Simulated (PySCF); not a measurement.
Molecule: `C=C1C[C@@]1(C=O)C(N)=O`, C₆H₇NO₂.

Bonds (- single, = double, # triple, : aromatic): C1=C2, C2-C3, C3-C4, C4-C5, C5=O6, C4-C7, C7-N8, C7=O9, C4-C2. C1 carries H10, H11; C3 carries H12, H13; C5 carries H14; N8 carries H15, H16. Stereochemistry as in C=C1C[C@@]1(C=O)C(N)=O. H11 is cis to C3; H16 is cis to the C=O or C=S heteroatom; H13 is pro-R; H12 is pro-S; H10 is trans to C3; H15 is trans to the C=O or C=S heteroatom.

Frames of a GFN2-xTB Langevin trajectory at 300 K; GIAO PBE0/pcSseg-1 shieldings in PySCF 2.14.0 with density-fitted response routines, gas phase, non-relativistic; equivalent atoms averaged within each frame.

Referencing at the same level of theory: TMS for 13C (σ = 186.93 ppm) and 1H (σ = 31.72 ppm); 17O (σ = 336.08 ppm) against H2O; 15N (σ = 267.73 ppm) against NH3. The references are static minima.

How do the shifts (ppm) fluctuate along the trajectory?

## Answers


```tsv
time (fs)	C5	C7	C2	C1	C4	C3	O6	O9	N8	H15
optimised geometry	203.4	167.9	141.2	111.3	43.4	18.5	617.1	390.1	120.9	8.45
250	199.8	172.8	144.3	116.2	42.0	15.8	578.2	395.5	119.6	8.84
425	207.5	172.2	136.4	107.4	49.6	18.0	632.0	408.6	110.2	5.57
625	202.7	171.2	143.8	112.7	50.4	24.4	654.3	444.3	116.7	5.86
800	205.3	168.4	142.7	115.8	49.9	20.0	679.1	421.9	119.4	5.23
1000	214.3	171.2	142.4	110.8	46.6	20.1	655.5	384.7	121.6	8.55
mean of frames	205.9	171.2	141.9	112.6	47.7	19.7	639.8	411.0	117.5	6.81
standard deviation	5.5	1.7	3.2	3.7	3.5	3.2	38.3	23.3	4.4	1.74
```

5 frames give an uncertainty of the mean of about the standard deviation over 2.2 at best, since frames this close in time may not be independent; classical motion lacks zero-point vibration, and the reference would need the same averaging.
